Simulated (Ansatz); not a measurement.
One change: `C[CH](S)[Zn][F]` becomes `C[SiH2]C(C)S`.

Ansatz, PBE0-D4/def2-TZVP geometries, multiplicity 1. Each molecule was computed in one conformer, which needn't be the lowest.

Scalar relativity is left out up to krypton.

```json
{"property": "HOMO–LUMO gap (PBE/def2-TZVPP) / eV", "`C[CH](S)[Zn][F]`": "3.79"}
{"property": "size of the dipole moment (PBE/def2-TZVPP) / D", "`C[CH](S)[Zn][F]`": "2.64"}
{"property": "HOMO energy (ωB97M-V/def2-TZVPP) / eV", "`C[CH](S)[Zn][F]`": "-8.84"}
{"property": "LUMO energy (ωB97M-V/def2-TZVPP) / eV", "`C[CH](S)[Zn][F]`": "0.66"}
{"property": "HOMO–LUMO gap (ωB97M-V/def2-TZVPP) / eV", "`C[CH](S)[Zn][F]`": "9.51"}
{"property": "LUMO energy (PBE0/def2-TZVPP) / eV", "`C[CH](S)[Zn][F]`": "-0.94"}
```

(1) What does the change do to each property? (Best estimate.)

## Answers

(1) Computed: 
```tsv
property	`C[SiH2]C(C)S`	shift
HOMO–LUMO gap (PBE/def2-TZVPP) / eV	4.80	1.01
size of the dipole moment (PBE/def2-TZVPP) / D	0.94	-1.70
HOMO energy (ωB97M-V/def2-TZVPP) / eV	-8.88	-0.04
LUMO energy (ωB97M-V/def2-TZVPP) / eV	2.02	1.36
HOMO–LUMO gap (ωB97M-V/def2-TZVPP) / eV	10.90	1.39
LUMO energy (PBE0/def2-TZVPP) / eV	0.27	1.21
```

Dipoles are sizes alone; their direction can turn.
